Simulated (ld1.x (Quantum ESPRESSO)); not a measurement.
**Before and after: TM semilocal potential for In**

```
Element                 : indium
Generator               : ld1.x (Quantum ESPRESSO) 7.5
Type                    : norm-conserving Troullier–Martins (semilocal form)
Functional              : PBE
Relativity              : scalar-relativistic
Frozen core             : [Kr] 4d10
Valence charge          : 3
Reference configuration : 5s2 5p1
Partial waves           : 5s (bound): rc 1.75 bohr; 5p (bound): rc 2.05 bohr
Local potential         : the p channel
Core correction         : a·sin(br)/r model core inside 1.65 bohr
```

Change: wave 5p (bound): rc 2.05 bohr becomes 5p (bound): rc 2.22 bohr.

Cutoffs: the cutoffs (Ry, on a coarse ladder) from which the occupation-weighted sum of valence levels, in a spherical-Bessel basis at the reference potential, stays within 10 and 1 mRy of its value at 400 Ry; they do not see the model core or the augmentation charge, which bear on the density cutoff. Errors are all-electron minus pseudo energies relative to the spin-unpolarised reference configuration.

Predict the effect on cutoff, ghosts and configuration errors.

The potential gets softer (25 Ry and 50 Ry → 21 Ry and 50 Ry); the errors of the 7 common tests hardly move; neither file shows a bound ghost. A larger radius leaves more room for a smooth pseudo-wave, so fewer plane waves are needed. A semilocal file is local in each channel, so a ghost entry of none says nothing of the separable form that plane-wave codes build from it.

| quantity | base | changed |
| --- | --- | --- |
| cutoff, loose | 25 Ry | 21 Ry |
| cutoff, tight | 50 Ry | 50 Ry |
| bound ghosts | none | none |
| error for 5s2 5p0, meV [ΔE 5.36 eV] | -15 | -15 |
| error for 5s1 5p0, meV [ΔE 24.60 eV] | -212 | -210 |
| error for 5s2 5p0.5, meV [ΔE 1.94 eV] | -2.6 | -2.6 |
| error for 5s1 5p1, meV [ΔE 11.96 eV] | -59 | -61 |
| error for 5s0 5p3, meV [ΔE 11.95 eV] | -82 | -91 |
| error for 5s1 5p2, meV [ΔE 5.84 eV] | -21 | -23 |
| error for 5s2 5p1.3, meV [ΔE -0.53 eV] | -0.2 | -0.2 |
